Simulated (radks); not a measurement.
Results of a calculation; reference values are marked as such.
Ionisation of neutral potassium, [Ar] 4s1, to K+, [Ar], under several functionals. Non-relativistic Kohn-Sham, spin-polarised, spherical densities, point nucleus; open shells are filled with parallel spins first; a radial shooting solver on a logarithmic mesh with Libxc functionals.

| functional | E(K) (hartree) | Exc (hartree) | IE (eV) | -e(HOMO) (eV) | <r> HOMO (bohr) | IE error (eV) |
|---|---|---|---|---|---|---|
| exchange-only LDA | -596.71147 | -30.12694 | 4.041 | 2.190 | 5.054 | -0.299 |
| revPBE | -599.82689 | -33.32701 | 4.392 | 2.512 | 4.997 | +0.052 |
| LDA (Slater exchange, Perdew-Zunger correlation) | -598.19662 | -31.64785 | 4.527 | 2.615 | 4.843 | +0.187 |
| HCTH/407 | -600.03422 | -33.57743 | 4.298 | 2.484 | 5.058 | -0.043 |
| B86b exchange with PBE correlation | -599.90606 | -33.40727 | 4.455 | 2.550 | 4.932 | +0.114 |
| AM05 | -598.34238 | -31.80040 | 4.362 | 2.524 | 4.933 | +0.021 |
| LDA (Slater exchange, VWN5 correlation) | -598.20603 | -31.65807 | 4.531 | 2.618 | 4.839 | +0.191 |
| PBE | -599.71047 | -33.20591 | 4.449 | 2.534 | 4.947 | +0.109 |
| exchange-only r2SCAN | -599.16090 | -32.65642 | 3.940 | 2.389 | 5.266 | -0.400 |
| RPBE | -599.86958 | -33.37047 | 4.426 | 2.508 | 5.019 | +0.086 |

NIST Atomic Spectra Database: 4.341 eV (measured). Closest: AM05. The Delta-SCF values span 0.59 eV, the total energies 3.32 hartree. The highest occupied level is 4s.
